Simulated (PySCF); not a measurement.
CH2O3, SMILES O=C(O)O. The structure is a stationary point at B3LYP-D3(BJ)/def2-SVP. The values are those of a single conformer.

Calculation: B3LYP-D3(BJ)/def2-SVP (PySCF 2.14.0).

Harmonic wavenumbers (cm⁻¹): 533, 559, 604, 612, 804, 1002, 1171, 1290, 1491, 1885, 3806, 3809. Rotational constants (GHz): 12.04, 11.27, 5.822; symmetry number 2.

Q: Work out the zero-point energy and the ideal-gas rigid-rotor harmonic-oscillator thermochemistry at 298.15 K and 1 atm.

A: ZPE = ½ Σ hcν = ½ × 17565 cm⁻¹ = 25.11 kcal/mol. H − E(el) = 28.01 kcal/mol. Entropy in cal/(mol K): translation 38.29, rotation 22.15, vibration 2.37, total 62.81. G − E(el) = 9.29 kcal/mol. Cp = 13.77 cal/(mol K).
